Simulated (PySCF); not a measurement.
(1Z,3Z)-1,4-dichlorobuta-1,3-diene (C4H4Cl2), SMILES Cl/C=C\C=C/Cl. The structure is a stationary point at B3LYP-D3(BJ)/def2-SVP. Other conformers were not sampled.

Computed equilibrium geometry at B3LYP-D3(BJ)/def2-SVP (PySCF confirms it by a frequency run) as a Z-matrix, and its point group (one conformer of several):
point group C2h.
```
C
C 1 1.3443
H 2 1.0909 1 122.61
H 1 1.0934 2 116.61 3 0.00
C 1 1.4478 4 117.43 2 180.00
C 5 1.3443 1 125.96 4 0.00
H 6 1.0909 5 122.61 1 -180.00
H 5 1.0934 6 116.61 7 0.00
Cl 2 1.7390 3 113.10 1 180.00
Cl 6 1.7390 7 113.10 5 -180.00
```
